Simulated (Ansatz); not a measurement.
Species: C₄H₉O₂, charge 0, multiplicity 2. It need not be the lowest isomer of its formula. 
Coordinates optimised at B3LYP-D3(BJ)/def2-TZVP (Ansatz, a first-principles code):
SMILES: COC(OC)[CH2]
```xyz
15

C      0.1203    -1.8666    -0.2407
C     -0.2438    -0.4465    -0.0307
O      0.8607     0.3064     0.4984
C      1.0153     0.2039     1.8987
O     -0.5877     0.1054    -1.2576
C     -1.0999     1.4272    -1.1789
H      0.0839    -2.5697     0.5780
H      0.5751    -2.1556    -1.1767
H     -1.0779    -0.3456     0.6869
H      1.3073    -0.8054     2.2092
H      0.0919     0.4790     2.4245
H      1.8047     0.8979     2.1824
H     -1.9699     1.4682    -0.5120
H     -1.4082     1.7020    -2.1855
H     -0.3419     2.1266    -0.8224
```
Charge 0, spin multiplicity 2.

Dipole moments at this geometry, in debye (magnitudes).

```tsv
level	program	dipole (D)
SVWN5/def2-TZVPD	Ansatz	…
PBE/def2-TZVPD	Ansatz	1.76
BLYP/def2-TZVPD	Ansatz	1.80
revPBE/def2-TZVPD	Ansatz	1.73
r2SCAN/def2-TZVPD	Ansatz	1.80
B97M-V/def2-TZVPD	Ansatz	1.73
B3LYP/def2-TZVPD	Ansatz	1.90
BHLYP/def2-TZVPD	Ansatz	2.02
r2SCANh/def2-TZVPD	Ansatz	1.84
r2SCAN0/def2-TZVPD	Ansatz	1.90
LC-wPBE/def2-TZVPD	Ansatz	2.02
wB97M-V/def2-TZVPD	Ansatz	1.91
wB97X-V/def2-TZVPD	Ansatz	1.96
CCSD(T)/aug-cc-pVDZ	Ansatz	…
```

Problem. Complete the blanks.

Solution. 
- SVWN5/def2-TZVPD, dipole (D): 1.85
- CCSD(T)/aug-cc-pVDZ, dipole (D): 1.92
